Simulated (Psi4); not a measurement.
Job for Psi4: SAPT0/jun-cc-pV(D+d)Z on CH3FN2 (a complex), monomers drawn apart or pushed together.

```
memory 2025 MB

molecule dimer {
0 1
N    -0.43196087    0.02126841   -0.04456278
N     0.49950556    0.05338491   -0.61087476
--
0 1
C    -0.40954606   -0.51960541    3.12274367
F     0.80764324   -0.49325522    2.45030673
H    -1.20925271   -0.33543314    2.40493474
H    -0.53413314   -1.50058107    3.58294784
H    -0.40345203    0.25714501    3.88841137
units angstrom
symmetry c1
no_reorient
no_com
}

set {
  basis jun-cc-pV(D+d)Z
  scf_type df
  freeze_core true
}

energy('sapt0')
```

Program output:

```
[...]
==> Input File <==

--------------------------------------------------------------------------
memory 2025 MB

molecule dimer {
0 1
N    -0.43196087    0.02126841   -0.04456278
N     0.49950556    0.05338491   -0.61087476
--
0 1
C    -0.40954606   -0.51960541    3.12274367
F     0.80764324   -0.49325522    2.45030673
H    -1.20925271   -0.33543314    2.40493474
H    -0.53413314   -1.50058107    3.58294784
H    -0.40345203    0.25714501    3.88841137
units angstrom
symmetry c1
no_reorient
no_com
}

set {
  basis jun-cc-pV(D+d)Z
  scf_type df
  freeze_core true
}

energy('sapt0')
--------------------------------------------------------------------------


   => Loading Basis Set <=

    Name: JUN-CC-PV(D+D)Z
    Role: ORBITAL
    Keyword: BASIS
    atoms 1-2 entry N          line   222 file jun-cc-pv_dpd_z.gbs
    atoms 3   entry C          line   188 file jun-cc-pv_dpd_z.gbs
    atoms 4   entry F          line   290 file jun-cc-pv_dpd_z.gbs
    atoms 5-7 entry H          line    60 file jun-cc-pv_dpd_z.gbs

   => Loading Basis Set <=

    Name: JUN-CC-PV(D+D)Z
    Role: ORBITAL
    Keyword: BASIS
    atoms 1-2 entry N          line   222 file jun-cc-pv_dpd_z.gbs
    atoms 3   entry C          line   188 file jun-cc-pv_dpd_z.gbs
    atoms 4   entry F          line   290 file jun-cc-pv_dpd_z.gbs
    atoms 5-7 entry H          line    60 file jun-cc-pv_dpd_z.gbs


  //>>>>>>>>>>>>>>>>>>>>>>>>>>>>>>>>>>>//
  //              Dimer HF             //
  //<<<<<<<<<<<<<<<<<<<<<<<<<<<<<<<<<<<//

   => Libint2 <=

    Primary   basis highest AM E, G, H:  7, 6, 3
    Auxiliary basis highest AM E, G, H:  7, 7, 4
    Onebody   basis highest AM E, G, H:  -, -, -
    Solid Harmonics ordering:            Gaussian


   => Loading Basis Set <=

    Name: JUN-CC-PV(D+D)Z
    Role: ORBITAL
    Keyword: BASIS
    atoms 1-2 entry N          line   222 file jun-cc-pv_dpd_z.gbs
    atoms 3   entry C          line   188 file jun-cc-pv_dpd_z.gbs
    atoms 4   entry F          line   290 file jun-cc-pv_dpd_z.gbs
    atoms 5-7 entry H          line    60 file jun-cc-pv_dpd_z.gbs


         ---------------------------------------------------------
                                   SCF
               by Justin Turney, Rob Parrish, Andy Simmonett
                          and Daniel G. A. Smith
                              RHF Reference
                        1 Threads,   1931 MiB Core
         ---------------------------------------------------------

  ==> Geometry <==

    Molecular point group: c1
    Full point group: C1

    Geometry (in Angstrom), charge = 0, multiplicity = 1:

       Center              X                  Y                   Z               Mass
    ------------   -----------------  -----------------  -----------------  -----------------
         N           -0.431960870000     0.021268410000    -0.044562780000    14.003074004430
         N            0.499505560000     0.053384910000    -0.610874760000    14.003074004430
         C           -0.409546060000    -0.519605410000     3.122743670000    12.000000000000
         F            0.807643240000    -0.493255220000     2.450306730000    18.998403162730
         H           -1.209252710000    -0.335433140000     2.404934740000     1.007825032230
         H           -0.534133140000    -1.500581070000     3.582947840000     1.007825032230
         H           -0.403452030000     0.257145010000     3.888411370000     1.007825032230

  Running in c1 symmetry.

  Rotational constants: A =      0.71471  B =      0.05995  C =      0.05591 [cm^-1]
  Rotational constants: A =  21426.35030  B =   1797.39875  C =   1676.12129 [MHz]
  Nuclear repulsion =  102.060768360993478

  Charge       = 0
  Multiplicity = 1
  Electrons    = 32
  Nalpha       = 16
  Nbeta        = 16

  ==> Algorithm <==

  SCF Algorithm Type is DF.
  DIIS enabled.
  MOM disabled.
  Fractional occupation disabled.
  Guess Type is SAD.
  Energy threshold   = 1.00e-08
  Density threshold  = 1.00e-08
  Integral threshold = 1.00e-12

  ==> Primary Basis <==

  Basis Set: JUN-CC-PV(D+D)Z
    Blend: JUN-CC-PV(D+D)Z
    Number of shells: 41
    Number of basis functions: 87
    Number of Cartesian functions: 91
    Spherical Harmonics?: true
    Max angular momentum: 2

   => Loading Basis Set <=

    Name: (JUN-CC-PV(D+D)Z AUX)
    Role: JKFIT
    Keyword: DF_BASIS_SCF
    atoms 1-2 entry N          line   202 file jun-cc-pvdz-jkfit.gbs
    atoms 3   entry C          line   146 file jun-cc-pvdz-jkfit.gbs
    atoms 4   entry F          line   314 file jun-cc-pvdz-jkfit.gbs
    atoms 5-7 entry H          line    70 file jun-cc-pvdz-jkfit.gbs

  ==> Integral Setup <==

  DFHelper Memory: AOs need 0.024 GiB; user supplied 1.414 GiB.
  SCF_SUBTYPE=INCORE selected. In-core MEM_DF algorithm will be used.
  Using in-core AOs.

  ==> MemDFJK: Density-Fitted J/K Matrices <==

    J tasked:                   Yes
    K tasked:                   Yes
    wK tasked:                   No
    OpenMP threads:       
[...]
=> Energetics <=

    Nuclear Repulsion Energy =             37.2261287775723986
    One-Electron Energy =                -265.9957156796738786
    Two-Electron Energy =                  89.7163983031894503
    Total Energy =                       -139.0531885989120156

Computation Completed


Properties will be evaluated at   0.000000,   0.000000,   0.000000 [a0]

Properties computed using the SCF density matrix


 Multipole Moments:

 ------------------------------------------------------------------------------------
     Multipole            Electronic (a.u.)      Nuclear  (a.u.)        Total (a.u.)
 ------------------------------------------------------------------------------------

 L = 1.  Multiply by 2.5417464519 to convert [e a0] to [Debye]
 Dipole X            :         -5.8145599            5.0355058           -0.7790541
 Dipole Y            :         17.2470228          -17.2641574           -0.0171346
 Dipole Z            :        -95.3119343           95.7439503            0.4320160
 Magnitude           :                                                    0.8909863

 ------------------------------------------------------------------------------------

  Constructing Basis Sets for SAPT...

   => Loading Basis Set <=

    Name: (JUN-CC-PV(D+D)Z AUX)
    Role: RIFIT
    Keyword: DF_BASIS_SAPT
    atoms 1-2 entry N          line   144 file jun-cc-pvdz-ri.gbs
    atoms 3   entry C          line   100 file jun-cc-pvdz-ri.gbs
    atoms 4   entry F          line   232 file jun-cc-pvdz-ri.gbs
    atoms 5-7 entry H          line    30 file jun-cc-pvdz-ri.gbs

   => Loading Basis Set <=

    Name: (JUN-CC-PV(D+D)Z AUX)
    Role: JKFIT
    Keyword: DF_BASIS_ELST
    atoms 1-2 entry N          line   202 file jun-cc-pvdz-jkfit.gbs
    atoms 3   entry C          line   146 file jun-cc-pvdz-jkfit.gbs
    atoms 4   entry F          line   314 file jun-cc-pvdz-jkfit.gbs
    atoms 5-7 entry H          line    70 file jun-cc-pvdz-jkfit.gbs


  //>>>>>>>>>>>>>>>>>>>>>>>>>>>>>>>>>>>//
  //               SAPT0               //
  //<<<<<<<<<<<<<<<<<<<<<<<<<<<<<<<<<<<//



        SAPT0
    Ed Hohenstein
     6 June 2009

      Orbital Information
  --------------------------
    NSO        =        87
    NMO        =        87
    NRI        =       302
    NRI (Elst) =       385
    NOCC A     =         7
    NOCC B     =         9
    FOCC A     =         2
    FOCC B     =         2
    NVIR A     =        80
    NVIR B     =        78

    Elst10,r            =    -0.002557555332 [Eh]
    Exch10              =     0.005135227517 [Eh]
    Exch10 (S^2)        =     0.005120331981 [Eh]

    Maxiter = 50
    CPHF R converge = 1.000000E-08

    Iter     Energy [mEh]          dE [mEh]         Residual      Time [s]
       1      -0.77449384       0.774493836     5.367929e-03             0
       2      -0.83265060       0.058156766     2.200782e-03             0
       3      -0.89327191       0.060621309     3.964474e-04             0
       4      -0.89268544      -0.000586470     1.273033e-04             0
       5      -0.89120777      -0.001477668     4.095821e-05             0
       6      -0.89169044       0.000482671     1.522801e-05             0
       7      -0.89167082      -0.000019628     5.600464e-06             0
       8      -0.89162783      -0.000042985     2.132811e-06             0
       9      -0.89164700       0.000019171     5.343914e-07             0
      10      -0.89164395      -0.000003052     1.183024e-07             0
      11      -0.89164435       0.000000404     1.384023e-08             0
      12      -0.89164434      -0.000000011     1.776520e-09             0

    CHF Iterations converged

    Maxiter = 50
    CPHF R converge = 1.000000E-08

    Iter     Energy [mEh]          dE [mEh]         Residual      Time [s]
       1      -0.37917770       0.379177698     2.560755e-03             0
       2      -0.45340920       0.074231502     3.688113e-04             0
       3      -0.45155237      -0.001856829     1.495302e-04             0
       4      -0.45117879      -0.000373586     3.965743e-05             0
       5      -0.45130945       0.000130661     1.087945e-05             0
       6      -0.45134279       0.000033345     2.699755e-06             0
       7      -0.45133222      -0.000010570     4.805621e-07             0
       8      -0.45133326       0.000001041     8.293508e-08             0
       9      -0.45133325      -0.000000016     1.696135e-08             0
      10      -0.45133323      -0.000000021     2.603761e-09             0

    CHF Iterations converged

    Ind20,r (A<-B)      =    -0.000891644342 [Eh]
    Ind20,r (B<-A)      =    -0.000451333225 [Eh]
    Ind20,r             =    -0.001342977568 [Eh]
    Exch-Ind20,r (A<-B) =     0.000714609299 [Eh]
    Exch-Ind20,r (B<-A) =     0.000409828936 [Eh]
    Exch-Ind20,r        =     0.001124438234 [Eh]
    Disp20              =    -0.002141139779 [Eh]
    Disp20 (SS)         =    -0.001070569889 [Eh]
    Disp20 (OS)         =    -0.001070569889 [Eh]
    Exch-Disp20         =     0.000263667309 [Eh]
    Exch-Disp20 (SS)    =     0.000133544738 [Eh]
    Exch-Disp20 (OS)    =     0.000130122571 [Eh]

    SAPT Results
  --------------------------------------------------------------------------------------------------------
    Electrostatics                 -2.55755533 [mEh]      -1.60489020 [kcal/mol]      -6.71486060 [kJ/mol]
      Elst10,r                     -2.55755533 [mEh]      -1.60489020 [kcal/mol]      -6.71486060 [kJ/mol]

    Exchange                        5.13522752 [mEh]       3.22240392 [kcal/mol]      13.48253799 [kJ/mol]
      Exch10                        5.13522752 [mEh]       3.22240392 [kcal/mol]      13.48253799 [kJ/mol]
      Exch10(S^2)                   5.12033198 [mEh]       3.21305683 [kcal/mol]      13.44342976 [kJ/mol]

    Induction                      -0.50205663 [mEh]      -0.31504529 [kcal/mol]      -1.31814949 [kJ/mol]
      Ind20,r                      -1.34297757 [mEh]      -0.84273115 [kcal/mol]      -3.52598712 [kJ/mol]
      Exch-Ind20,r                  1.12443823 [mEh]       0.70559564 [kcal/mol]       2.95221218 [kJ/mol]
      delta HF,r (2)               -0.28351729 [mEh]      -0.17790979 [kcal/mol]      -0.74437455 [kJ/mol]

    Dispersion                     -1.87747247 [mEh]      -1.17813176 [kcal/mol]      -4.92930329 [kJ/mol]
      Disp20                       -2.14113978 [mEh]      -1.34358550 [kcal/mol]      -5.62156171 [kJ/mol]
      Exch-Disp20                   0.26366731 [mEh]       0.16545373 [kcal/mol]       0.69225842 [kJ/mol]
      Disp20 (SS)                  -1.07056989 [mEh]      -0.67179275 [kcal/mol]      -2.81078086 [kJ/mol]
      Disp20 (OS)                  -1.07056989 [mEh]      -0.67179275 [kcal/mol]      -2.81078086 [kJ/mol]
      Exch-Disp20 (SS)              0.13354474 [mEh]       0.08380059 [kcal/mol]       0.35062166 [kJ/mol]
      Exch-Disp20 (OS)              0.13012257 [mEh]       0.08165315 [kcal/mol]       0.34163676 [kJ/mol]

  Total HF                          2.07561556 [mEh]       1.30246843 [kcal/mol]       5.44952790 [kJ/mol]
  Total SAPT0                       0.19814309 [mEh]       0.12433667 [kcal/mol]       0.52022461 [kJ/mol]

  Special recipe for scaled SAPT0 (see Manual):
    Electrostatics sSAPT0          -2.55755533 [mEh]      -1.60489020 [kcal/mol]      -6.71486060 [kJ/mol]
    Exchange sSAPT0                 5.13522752 [mEh]       3.22240392 [kcal/mol]      13.48253799 [kJ/mol]
    Induction sSAPT0               -0.49221476 [mEh]      -0.30886942 [kcal/mol]      -1.29230966 [kJ/mol]
    Dispersion sSAPT0              -1.87516467 [mEh]      -1.17668359 [kcal/mol]      -4.92324416 [kJ/mol]
  Total sSAPT0                      0.21029276 [mEh]       0.13196070 [kcal/mol]       0.55212357 [kJ/mol]
  --------------------------------------------------------------------------------------------------------



*** Psi4 exiting successfully. Buy a developer a beer!
```

The run finished.

Cost: roughly 2.7 core-seconds.
